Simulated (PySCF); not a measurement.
Geometry:
```tsv
atom	x (Å)	y (Å)	z (Å)
C1	3.907	0.018	-0.479
C2	2.531	-0.395	-0.643
N3	1.437	-0.724	-0.779
B4	-0.047	-1.119	-0.921
C5	-0.877	-0.369	0.245
C6	-1.030	1.173	0.242
C7	-2.499	1.001	0.668
C8	-2.421	-0.460	0.189
H9	4.568	-0.632	-1.070
H10	4.195	-0.049	0.580
H11	4.031	1.057	-0.818
H12	-0.358	-0.744	-2.050
H13	-0.056	-2.345	-0.837
H14	-0.540	-0.693	1.247
H15	-0.373	1.767	0.900
H16	-0.950	1.580	-0.780
H17	-2.613	1.063	1.762
H18	-3.254	1.659	0.207
H19	-2.914	-1.233	0.800
H20	-2.776	-0.568	-0.849
```

Method: geometry: PBE0-D3(BJ)/def2-SVP, GIAO PBE0/pcSseg-1 shieldings, in PySCF (single conformer, relativity neglected, averaged over atoms made equivalent by symmetry, fast rotation or ring inversion, gas phase).

Referencing at the same level of theory: ¹³C (σ = 184.41 ppm) and ¹H (σ = 31.27 ppm) vs TMS; ¹⁵N (σ = 265.67 ppm) vs NH3; ¹¹B (σ = 100.73 ppm) vs BF3·OEt2.

```
     atoms  nucleus  count  Hirshfeld charge  δ (ppm)
        B4      ¹¹B      1             -0.04    -24.6
H9/H10/H11       ¹H      3              0.09        ?
       H14       ¹H      1              0.01        ?
       H17       ¹H      1              0.03     1.96
   H15/H19       ¹H      2              0.02        ?
        C1      ¹³C      1             -0.06      2.0
       H18       ¹H      1              0.03     1.75
        C7      ¹³C      1             -0.08     24.6
   H16/H20       ¹H      2              0.03        ?
        N3      ¹⁵N      1              0.00    239.9
        C5      ¹³C      1             -0.10     30.5
     C6/C8      ¹³C      2             -0.08     30.2
        C2      ¹³C      1              0.17    115.5
   H12/H13       ¹H      2             -0.09     2.28
```

Complete the table.

## Answers


- H9/H10/H11: 2.20 ppm, hydrogen on a methyl carbon α to a nitrile
- H15/H19: 1.73 ppm, hydrogen on an sp3 CH2 in a ring
- H14: 1.72 ppm, hydrogen on an sp3 CH bonded to B
- H16/H20: 1.69 ppm, hydrogen on an sp3 CH2 in a ring

Hydrogens on boron are broadened and split by ¹¹B (spin 3/2, 80 %) and 10B (spin 3). A carbon bonded to boron is broadened by the quadrupolar boron nucleus and is often missing from a measured spectrum. Shifts are as computed. Against solution values, carbons near 30 ppm lie about +2 ppm off and those near 130 ppm about +5 ppm. Of 1211 compounds with measured shifts, 218 miss one by over three times the rms of a fit or turn the order of signals round; such compounds aren't used in these exercises. Experimental scales use liquid or dissolved standards, which lie at an offset from isolated NH3 (liquid NH3: subtract about 20 ppm). Unscaled 15N shifts of sp2 nitrogen come out 20 to 40 ppm too high even then.
